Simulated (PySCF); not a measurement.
Bromine: a sound run and one with changed settings

Sound run: Br [Ar] 3d10 4s2 4p5, Br⁺ [Ar] 3d10 4s2 4p4. All numbers are calculated (PySCF 2.14, scalar relativity by spin-free X2C-1e, in aug-cc-pVDZ-DK (6s5p3d, 36 functions)). In the sound run the correlated levels freeze [Ar] 3d10. The sound run starts from symmetry-adapted Hartree-Fock orbitals and uses a fine grid where one is needed.

Changed run: all electrons correlated in a basis built for the valence shell.

```json
{"species": "Br", "method": "MP2", "sound run (hartree)": "-2604.39803", "changed run (hartree)": "-2604.42446", "converged": "yes"}
{"species": "Br⁺", "method": "MP2", "sound run (hartree)": "-2603.97774", "changed run (hartree)": "-2604.00293", "converged": "yes"}
```

Ionisation energy of Br:

```
 method  sound run (eV)  changed run (eV)
    UHF          10.783            10.783
    MP2          11.437            11.470
SCS-MP2          11.414            11.433
```

A valence basis has no tight correlating functions, so it recovers only part of the core correlation, and not evenly between atom and ion.

For comparison, NIST gives 11.814 eV between the lowest levels.
